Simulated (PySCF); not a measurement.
The same groups moved round the core (butadiene fluoro). All species are isolated molecules in the gas phase. One relaxed conformer stands for each flexible species; it need not be the lowest. Strings in code marks are SMILES.

The S1–T1 gap (TDA) from two functionals at the same geometries (TPSSh-D3(BJ)/def2-TZVP), both in PySCF: PBE-D3(BJ)/def2-TZVP and TPSSh-D3(BJ)/def2-TZVP. Excitations are Tamm–Dancoff values on a coarser integration grid. The basis has no diffuse functions, so Rydberg states are missing or too high.

| species | PBE-D3(BJ)/def2-TZVP (eV) | TPSSh-D3(BJ)/def2-TZVP (eV) |
|---|---|---|
| `C(C=C)(F)=C` (C–C–C–F torsion 0°) | 2.64 | 2.97 |
| `C=C/C=C/F` (C–C–C–C torsion 180°) | 2.96 | 3.17 |
| `C(/C=C\F)=C` (C–C–C–C torsion 180°) | 2.79 | 3.05 |

Over these rows, drawn at random from the members with no instability flagged (it was tested for open shells, ions and some series alone), PBE minus TPSSh-D3(BJ): mean -0.27 eV, from -0.33 eV to -0.21 eV.
